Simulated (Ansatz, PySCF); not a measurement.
Si(CCH)2(H)(Me) (C5H6Si), SMILES C#C[SiH](C)C#C. Atoms are numbered in the order given.

```xyz
12

Si    -0.0514    -0.2810     0.5287
C     -0.2779    -2.0527    -0.0438
C     -1.4013     0.7753    -0.1381
C     -2.3087     1.4545    -0.5821
C      1.5625     0.3724    -0.0642
C      2.6387     0.7819    -0.4587
H     -0.0766    -0.1943     2.0144
H     -1.2435    -2.4493     0.3074
H     -0.2580    -2.1058    -1.1432
H      0.5287    -2.6901     0.3511
H     -3.1071     2.0580    -0.9739
H      3.5874     1.1480    -0.8070
```
Charge 0, spin multiplicity 1.

Coordinates come from a B3LYP-D3(BJ)/def2-SVP optimisation.

Two levels are set side by side: PBE-D3(BJ)/def2-SVP (Ansatz, a first-principles code) and B3LYP-D3(BJ)/def2-SVP (Ansatz). Each level has its own optimised geometry; the coordinates shown are those of the second. Frequencies come from the Hessian of PySCF at each geometry. Differences are taken from unrounded values.

```json
[
 {"quantity": "mean bond length (Å)", "B3LYP-D3(BJ)": "1.357", "PBE-D3(BJ)": "1.365", "PBE-D3(BJ) minus B3LYP-D3(BJ)": "0.008"},
 {"quantity": "bond Si1–C2 (Å)", "B3LYP-D3(BJ)": "1.876", "PBE-D3(BJ)": "1.882", "PBE-D3(BJ) minus B3LYP-D3(BJ)": "0.006"},
 {"quantity": "bond Si1–C3 (Å)", "B3LYP-D3(BJ)": "1.839", "PBE-D3(BJ)": "1.842", "PBE-D3(BJ) minus B3LYP-D3(BJ)": "0.003"},
 {"quantity": "bond Si1–C5 (Å)", "B3LYP-D3(BJ)": "1.839", "PBE-D3(BJ)": "1.842", "PBE-D3(BJ) minus B3LYP-D3(BJ)": "0.003"},
 {"quantity": "bond C3–C4 (Å)", "B3LYP-D3(BJ)": "1.217", "PBE-D3(BJ)": "1.229", "PBE-D3(BJ) minus B3LYP-D3(BJ)": "0.011"},
 {"quantity": "bond C5–C6 (Å)", "B3LYP-D3(BJ)": "1.217", "PBE-D3(BJ)": "1.229", "PBE-D3(BJ) minus B3LYP-D3(BJ)": "0.011"},
 {"quantity": "bond Si1–H7 (Å)", "B3LYP-D3(BJ)": "1.488", "PBE-D3(BJ)": "1.503", "PBE-D3(BJ) minus B3LYP-D3(BJ)": "0.014"},
 {"quantity": "bond C2–H8 (Å)", "B3LYP-D3(BJ)": "1.101", "PBE-D3(BJ)": "1.108", "PBE-D3(BJ) minus B3LYP-D3(BJ)": "0.007"},
 {"quantity": "bond C2–H9 (Å)", "B3LYP-D3(BJ)": "1.101", "PBE-D3(BJ)": "1.108", "PBE-D3(BJ) minus B3LYP-D3(BJ)": "0.007"},
 {"quantity": "bond C2–H10 (Å)", "B3LYP-D3(BJ)": "1.101", "PBE-D3(BJ)": "1.108", "PBE-D3(BJ) minus B3LYP-D3(BJ)": "0.007"},
 {"quantity": "bond C4–H11 (Å)", "B3LYP-D3(BJ)": "1.075", "PBE-D3(BJ)": "1.082", "PBE-D3(BJ) minus B3LYP-D3(BJ)": "0.008"},
 {"quantity": "bond C6–H12 (Å)", "B3LYP-D3(BJ)": "1.075", "PBE-D3(BJ)": "1.082", "PBE-D3(BJ) minus B3LYP-D3(BJ)": "0.008"},
 {"quantity": "highest harmonic wavenumber (cm⁻¹)", "B3LYP-D3(BJ)": "3456", "PBE-D3(BJ)": "3391", "PBE-D3(BJ) minus B3LYP-D3(BJ)": "-66"},
 {"quantity": "mean harmonic wavenumber (cm⁻¹)", "B3LYP-D3(BJ)": "1230", "PBE-D3(BJ)": "1195", "PBE-D3(BJ) minus B3LYP-D3(BJ)": "-35"},
 {"quantity": "zero-point energy (kcal/mol)", "B3LYP-D3(BJ)": "52.77", "PBE-D3(BJ)": "51.25", "PBE-D3(BJ) minus B3LYP-D3(BJ)": "-1.52"}
]
```

GGA bonds tend to be longer and softer than those of functionals with exact exchange. Differences between two approximate levels are no errors against the true value.
